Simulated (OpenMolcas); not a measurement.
**B, Al, Ga, In, Tl: ns² np down the group**

```json
{
  "Program": "OpenMolcas",
  "Method": "CASSCF",
  "Basis": "ANO-RCC-VQZP",
  "Scalar Hamiltonian": "DKH2, point nucleus",
  "Spin-orbit coupling": "state interaction with AMFI integrals over the reference wave functions, term energies averaged over their components"
}
```

Active space for each ion: 3 electrons in 4 orbitals (s p).

Computed levels in cm-1 above ²P°_1/2:

```
                                Level     B   Al   Ga    In    Tl
                              ²P°_3/2  14.5  103  794  2110  7214
weight of ²P° in the lowest level (%)   100  100  100   100   100
```

Measured, with the error of the calculation in %. Measured levels: B, Al, Ga, In, Tl from NIST Handbook of Basic Atomic Spectroscopic Data.

| Level | B | Al | Ga | In | Tl |
| --- | --- | --- | --- | --- | --- |
| ²P°_3/2 | 15.3 (-5.0) | 112 (-8.2) | 826 (-3.9) | 2213 (-4.6) | 7793 (-7.4) |

The fine-structure level ²P°_3/2 changes by a factor of 498 from B to Tl.

Without dynamic correlation excited terms often stand tens of per cent too high (terms of higher spin than the ground term too low), and those without a measured partner can miss by more than the paired ones (holds for B; Al; Ga; In). Some high roots are left out of the spin-orbit mixing, which shifts the levels that they would mix with (holds for Ga; In; Tl). Measured partners are found by configuration, term and J. A level has none where our copy of the source lacks it or the pairing is in doubt (some pairs that miss far off the trend of their configuration count as doubtful), and it then counts in no deviation. Only configurations of the active space appear.

° marks odd parity.
